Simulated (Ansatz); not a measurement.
Start from `[OH][GeH2][SiH](O)F` and change one atom or group to get `O[SiH](F)F`.

Ansatz, PBE0-D4/def2-TZVP geometries, multiplicity 1. Each molecule was computed in one conformer, which needn't be the lowest.

Scalar relativity is left out up to krypton.

| property | `[OH][GeH2][SiH](O)F` |
| --- | --- |
| LUMO energy (PBE0/def2-TZVPP) / eV | -0.72 |
| HOMO energy (B3LYP/def2-TZVPP) / eV | -7.94 |
| size of the dipole moment (PBE/def2-TZVPP) / D | 2.60 |
| HOMO energy (ωB97M-V/def2-TZVPP) / eV | -10.23 |
| size of the dipole moment (ωB97M-V/def2-TZVPP) / D | 2.76 |
| LUMO energy (ωB97M-V/def2-TZVPP) / eV | 1.01 |

Question: What does the change do to each property? (Best estimate.)

Answer: Computed: 
```
                                          property  `O[SiH](F)F`  shift
                LUMO energy (PBE0/def2-TZVPP) / eV          0.56   1.28
               HOMO energy (B3LYP/def2-TZVPP) / eV        -10.06  -2.12
    size of the dipole moment (PBE/def2-TZVPP) / D          1.19  -1.41
             HOMO energy (ωB97M-V/def2-TZVPP) / eV        -12.87  -2.64
size of the dipole moment (ωB97M-V/def2-TZVPP) / D          1.20  -1.56
             LUMO energy (ωB97M-V/def2-TZVPP) / eV          2.04   1.03
```

With PBE0 the HOMO falls by 2.22 eV and the LUMO rises by 1.28 eV, so the gap widens by about 3.50 eV. PBE moves the HOMO by -1.79 eV and ωB97M-V by -2.64 eV. Dipoles are sizes alone; their direction can turn.

B3LYP here is the variant with VWN-RPA as its local correlation; programs differ in this.
